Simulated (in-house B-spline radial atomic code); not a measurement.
Atomic self-consistent-field run: Au XXXVII (Au36+) (with a hole in an inner shell). Level of theory: Dirac-Hartree-Fock, average of configuration, Fermi nucleus of rms radius 5.4371 fm; calculated with an all-electron radial atomic-structure program (B-spline basis).

Command:
```bash
python run_scf.py task.json out
```
Settings (nuclear radius in fm, mass in u):
```
Z                79
configuration    2s2 2p6 3s2 3p6 3d10 4s2 4p6 4d9
hamiltonian      dirac
method           hf
spin_polarised   False
nucleus          fermi
rms_radius       5.4371
atomic_mass      196.96657
speed_of_light   137.035999084
```

Output (hartree, bohr):
```
 radial grid: 58 intervals, B-splines of order 8, outer radius 2.8338 bohr

 iter        energy (Eh)    residual
    1      -12151.625251    8.87e+00
    2      -12288.655593    1.68e+00
    3      -12293.880758    6.58e-01
    4      -12294.717813    2.60e-01
    5      -12294.872087    5.33e-02
    6      -12294.878298    6.71e-04
    7      -12294.878299    2.44e-05
    8      -12294.878299    2.91e-07

 total energy                    -12294.87830
 kinetic                           13738.5472
 electron-nucleus                 -29829.9854
 electron-electron                  3796.5599

 first-order corrections (not in the total)
   Gaunt                             7.7577
   retardation                      -0.7336
   frequency dependence             -0.0296
   self-energy                       4.0698
   Uehling                          -0.6660
   Wichmann-Kroll                    0.0291
   recoil                            0.0251

 orbital      occ     eigenvalue          <r>       <r^2>       <1/r>       <r^4>     <1/r^3>       r_max    small
 2s1/2      2.000      -611.1285    0.0691299  0.00572119     24.1092 5.74895e-05           -     0.05941  2.15e-02
 2p1/2      2.000      -595.4493    0.0564008   0.0039773     24.1665 3.30076e-05           -     0.04325  2.17e-02
 2p3/2      4.000      -521.7602    0.0649573  0.00513621     19.5861 5.17468e-05     21885.7     0.05064  1.92e-02
 3s1/2      2.000      -189.4468     0.177645    0.036206     8.96102  0.00197261           -      0.1657  7.36e-03
 3p1/2      2.000      -180.6145     0.166994   0.0325215     8.90147  0.00166729           -      0.1535  7.32e-03
 3p3/2      4.000      -163.7805     0.181965   0.0384044     7.71689  0.00229387     5262.23      0.1681  6.65e-03
 3d3/2      4.000      -147.0045     0.158038   0.0292311     7.60603  0.00149093     932.229      0.1305  6.52e-03
 3d5/2      6.000      -143.3344     0.162695   0.0308483      7.3302  0.00164231     767.899      0.1346  6.33e-03
 4s1/2      2.000       -79.7725     0.369907    0.153933     4.08243   0.0331141           -      0.3596  2.90e-03
 4p1/2      2.000       -75.5480     0.365719     0.15154     4.01268   0.0326844           -      0.3536  2.84e-03
 4p3/2      4.000       -70.5855     0.389458    0.171545      3.6282   0.0416109     1561.81      0.3784  2.63e-03
 4d3/2      3.600       -63.0564     0.380516    0.165696      3.5004   0.0404624     268.634      0.3633  2.49e-03
 4d5/2      5.400       -62.0123     0.387764    0.171849     3.40833   0.0433868     218.828      0.3706  2.43e-03

 Slater integrals (Eh)
   F0(4p1/2,4p1/2)               2.451382
   F0(4p1/2,4p3/2)               2.370792
   G2(4p1/2,4p3/2)               1.202765
   F0(4p1/2,4d3/2)               2.400091
   G1(4p1/2,4d3/2)               1.551369
   F0(4p1/2,4d5/2)               2.376018
   G3(4p1/2,4d5/2)               0.972612
   F0(4p3/2,4p3/2)               2.300803
   F2(4p3/2,4p3/2)               1.200204
   F0(4p3/2,4d3/2)               2.324844
   F2(4p3/2,4d3/2)               1.189309
   G1(4p3/2,4d3/2)               1.453599
   G3(4p3/2,4d3/2)               0.936138
   F0(4p3/2,4d5/2)               2.303711
   F2(4p3/2,4d5/2)               1.182387
   G1(4p3/2,4d5/2)               1.461735
   G3(4p3/2,4d5/2)               0.938743
   F0(4d3/2,4d3/2)               2.357562
   F2(4d3/2,4d3/2)               1.200962
   F0(4d3/2,4d5/2)               2.334837
   F2(4d3/2,4d5/2)               1.190509
   G2(4d3/2,4d5/2)               1.183853
   G4(4d3/2,4d5/2)               0.805964
   F0(4d5/2,4d5/2)               2.313038
   (list cut)
```

Cost of the run: 0.42 s on 1 thread of Arm Neoverse V2 (shared host).

For the Dirac Hamiltonian the kinetic term is c α·p + (β - 1)c².
